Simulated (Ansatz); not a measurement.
A set of 12 reactions (bond dissociation), with CCSD(T)/CBS values in kJ/mol:

```csv
reaction,ΔE
`COB(N)Br` → `CO[B]N`• + Br•,473.2
`C[Si](F)(F)Cl` → `[CH3]`• + `F[Si](F)Cl`•,436.4
`F[CH2][SnH2][Br]` → `[CH2]F`• + `[Br][SnH2]`•,280.9
`BrC(Br)Br` → Br• + `Br[CH]Br`•,282.0
`N#C[SiH](F)F` → F• + `N#C[SiH]F`•,682.8
`C[SiH](F)CN` → `[CH2]N`• + `C[SiH]F`•,358.6
`FC(F)(F)CBr` → Br• + `[CH2]C(F)(F)F`•,321.7
`COCCF` → `[CH3]`• + `[O]CCF`•,383.0
CH₄ → `[CH3]`• + H•,470.9
`BOCF` → `[CH2]F`• + `B[O]`•,388.5
`O[SiH](O)C[SiH2]Cl` → `[CH2][SiH2]Cl`• + `O[SiH]O`•,424.5
`[OH][Ga]([F])[Cl]` → H• + `[O][Ga]([F])[Cl]`•,538.4
```

Isolated molecules relaxed with PBE0-D4/def2-TZVP in Ansatz; ΔE leaves out vibrations. CBS: MP2 limit from def2 TZ/QZ plus the TZ coupled-cluster correction, frozen cores. Small cases extrapolate CCSD(T) itself. DFT in def2-TZVPP. B3LYP here is the variant with VWN-RPA as its local correlation; programs differ in this. No spin–orbit coupling; open shells (•) take unrestricted orbitals. Spin–orbit coupling would lower the free atoms: a little for F; clearly for Br. Elements past krypton have def2 core potentials. For Br, Ga, Sn outer-core shells are correlated without core-valence functions, so the limit isn't a true one: a few kJ/mol of doubt a bond, and 10 to 20 or more in all where bonds break to atoms. Scalar relativity is left out up to krypton. One conformer a species, not always the lowest.

Problem. Give the mean, mean absolute and largest difference (level minus CCSD(T)/CBS, kJ/mol) for: PBE-D4, PBE0-D4, ωB97X-V, B2PLYP, PBE, r2SCAN, PBE0, B3LYP, HF/def2-TZVPP, MP2/def2-TZVPP, SCS-MP2/def2-TZVPP, CCSD/def2-TZVPP, HF/CBS(def2), CCSD/CBS(def2). (Estimate.)

Solution. The calculation gave: 
```
             level    mean  mean absolute  largest
            PBE-D4   -19.9           19.9    -42.3
           PBE0-D4   -21.7           21.7    -38.2
           ωB97X-V    -9.1            9.4    -21.2
            B2PLYP   -22.7           22.7    -29.6
               PBE   -26.5           26.5    -47.3
            r2SCAN   -34.3           34.3    -54.2
              PBE0   -27.5           27.5    -40.1
             B3LYP   -38.2           38.2    -49.4
     HF/def2-TZVPP  -138.0          138.0   -170.7
    MP2/def2-TZVPP     9.9           11.4     40.1
SCS-MP2/def2-TZVPP     2.1            6.7     30.5
   CCSD/def2-TZVPP   -22.2           22.2    -34.8
      HF/CBS(def2)  -138.7          138.7   -167.4
    CCSD/CBS(def2)    -9.6            9.6    -15.5
```

The largest T1 diagnostic in the set is 0.040, for `B[O]`• (customary mark 0.045).

CCSD(T)/CBS is a level of theory with its own doubt, and the functionals carry their triple-zeta basis error, so these figures describe this set and don't rank the functionals.
